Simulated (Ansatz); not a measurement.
BFH$_{6}$Si$_{2}$ (`F[SiH2]B[SiH3]`), relaxed with RKS PBE0-D4/def2-TZVP in the Gaussian-basis code of Ansatz from a PBE-D4/def2-SVP geometry. The force threshold is 0.005 eV/Å; the program also tests the step.

Total charge 0; spin multiplicity 1.

Start:

```xyz
10

F     2.001   -1.064   -0.410
Si    1.642    0.528   -0.171
B    -0.325    0.800    0.076
Si   -1.567   -0.780    0.080
H     2.410    0.987    1.044
H     2.141    1.295   -1.372
H    -0.731    1.926    0.302
H    -1.338   -1.408    1.442
H    -1.196   -1.815   -0.950
H    -3.037   -0.469   -0.041
```

```csv
step,energy (eV),largest force (eV/Å),largest move (Å)
1,-19238.0353,0.925,0.000
2,-19238.0766,0.614,0.043
3,-19238.0881,0.111,0.025
4,-19238.0892,0.028,0.019
5,-19238.0899,0.063,0.026
6,-19238.0902,0.024,0.044
7,-19238.0904,0.021,0.028
8,-19238.0905,0.008,0.010
9,-19238.0906,0.013,0.016
10,-19238.0907,0.009,0.031
11,-19238.0908,0.024,0.037
12,-19238.0909,0.019,0.006
13,-19238.0910,0.009,0.017
14,-19238.0910,0.008,0.011
15,-19238.0910,0.004,0.007
```

End:

```xyz
10

F     2.133   -0.972   -0.511
Si    1.675    0.537   -0.196
B    -0.289    0.711    0.109
Si   -1.599   -0.806    0.095
H     2.435    0.982    1.006
H     2.079    1.374   -1.361
H    -0.674    1.814    0.380
H    -1.538   -1.337    1.492
H    -1.220   -1.905   -0.831
H    -3.002   -0.397   -0.184
```

Run time 60 s (2 threads of an Arm Neoverse V2 on a shared host); peak host memory 0.38 GiB.
